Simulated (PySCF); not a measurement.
**Correlation energy of Se²⁺ (selenium, charge +2)**

[Ar] 3d10 4s2 4p2, high-spin 3P determinant. Calculation: PySCF 2.14, in x2c-TZVPPall with one added diffuse shell each of s, p, d type (7s6p5d1f, 57 functions); scalar relativity by spin-free X2C-1e. Frozen: [Ne]; 22 electrons correlated.

```tsv
level	correlation energy (mhartree)
CCSD	-249.53
(T)	-5.95
CCSD(T)	-255.48
```

Diagnostics: T1 = 0.0048, D1 = 0.0196, largest double amplitude 0.089.

Cost of the coupled-cluster step: roughly 22 core-seconds, for 22 correlated electrons.

Iterations:

```
CC2 = 0
CCSD nocc = (np.int64(12), np.int64(10)), nmo = (52, 52)
frozen orbitals [[0, 1, 2, 3, 4], [0, 1, 2, 3, 4]]
max_cycle = 100
direct = 0
conv_tol = 1e-08
conv_tol_normt = 1e-06
diis_space = 8
diis_start_cycle = 0
Init t2, MP2 energy = -0.250169235777742
Init E_corr(UCCSD) = -0.250169235779713
cycle = 1  E_corr(UCCSD) = -0.240763328791631  dE = 0.00940590699  norm(t1,t2) = 0.0485915
cycle = 2  E_corr(UCCSD) = -0.249119965839087  dE = -0.00835663705  norm(t1,t2) = 0.0147936
cycle = 3  E_corr(UCCSD) = -0.248699836053283  dE = 0.000420129786  norm(t1,t2) = 0.00573419
cycle = 4  E_corr(UCCSD) = -0.249563588253049  dE = -0.0008637522  norm(t1,t2) = 0.00219094
cycle = 5  E_corr(UCCSD) = -0.249534750500816  dE = 2.88377522e-05  norm(t1,t2) = 0.000349194
cycle = 6  E_corr(UCCSD) = -0.249528487375393  dE = 6.26312542e-06  norm(t1,t2) = 4.74816e-05
cycle = 7  E_corr(UCCSD) = -0.249530398866729  dE = -1.91149134e-06  norm(t1,t2) = 1.35861e-05
cycle = 8  E_corr(UCCSD) = -0.249530431302319  dE = -3.24355906e-08  norm(t1,t2) = 2.29657e-06
cycle = 9  E_corr(UCCSD) = -0.249530373332224  dE = 5.79700958e-08  norm(t1,t2) = 3.51595e-07
cycle = 10  E_corr(UCCSD) = -0.249530379682099  dE = -6.34987563e-09  norm(t1,t2) = 7.82963e-08
UCCSD converged
E(UCCSD) = -2427.236817133351  E_corr = -0.2495303796820992
UCCSD(T) correction = -0.0059504405886534
```

This basis was not built for core-valence correlation, so the inner-shell part is incomplete.
